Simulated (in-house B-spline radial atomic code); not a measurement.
Radial electron density of Ti⁶⁺, [Ne] 3s2 3p4. Level of theory: scalar-relativistic (X2C) PBEsol, spin-polarised, spherical fractional occupations, Fermi nucleus of rms radius 3.5921 fm; calculated with a B-spline radial code for spherical atoms.

Columns: r (bohr), 4πr²n(r) (electrons per bohr), bar.

```
  0.0026   0.6591 #
 0.00309   0.8967 #
 0.00369    1.226 ##
 0.00439    1.657 ###
 0.00523    2.233 ####
 0.00623     2.99 #####
 0.00742    3.971 ######
 0.00884    5.227 ########
  0.0105    6.774 ###########
  0.0125    8.693 ##############
  0.0149       11 ##################
  0.0178    13.68 ######################
  0.0212    16.58 ###########################
  0.0253    19.58 ###############################
  0.0301    22.34 ####################################
  0.0359    24.59 #######################################
  0.0427    25.91 #########################################
  0.0509    26.06 ##########################################
  0.0606    24.99 ########################################
  0.0722    23.01 #####################################
   0.086    20.85 #################################
   0.102    19.51 ###############################
   0.122    19.76 ################################
   0.145    21.83 ###################################
   0.173    24.98 ########################################
   0.206    27.47 ############################################
   0.246    27.51 ############################################
   0.293    24.22 #######################################
   0.349     18.4 #############################
   0.415    12.32 ####################
   0.495    8.158 #############
    0.59    6.935 ###########
   0.702    7.541 ############
   0.837    7.963 #############
   0.997     6.91 ###########
    1.19     4.63 #######
    1.41    2.405 ####
    1.68      0.9 #
    2.01   0.2298 
    2.39  0.04128 
    2.85 0.004463 
    3.39 0.0002892
```

On this grid the curve has 3 maxima, near 0.0509, 0.246, 0.837 bohr.

The 3p down radial function P(r) = rR(r), positive near the nucleus:

| r (bohr) | P |
| --- | --- |
| 0.00309 | 0.001419 |
| 0.00439 | 0.002741 |
| 0.00623 | 0.005281 |
| 0.00884 | 0.01013 |
| 0.0125 | 0.01914 |
| 0.0178 | 0.03611 |
| 0.0253 | 0.06648 |
| 0.0359 | 0.1182 |
| 0.0509 | 0.2007 |
| 0.0722 | 0.3191 |
| 0.102 | 0.4595 |
| 0.145 | 0.5765 |
| 0.206 | 0.5658 |
| 0.293 | 0.3066 |
| 0.415 | -0.2188 |
| 0.59 | -0.8199 |
| 0.837 | -1.111 |
| 1.19 | -0.8833 |
| 1.68 | -0.4117 |
| 2.39 | -0.09509 |
| 3.39 | -0.008654 |
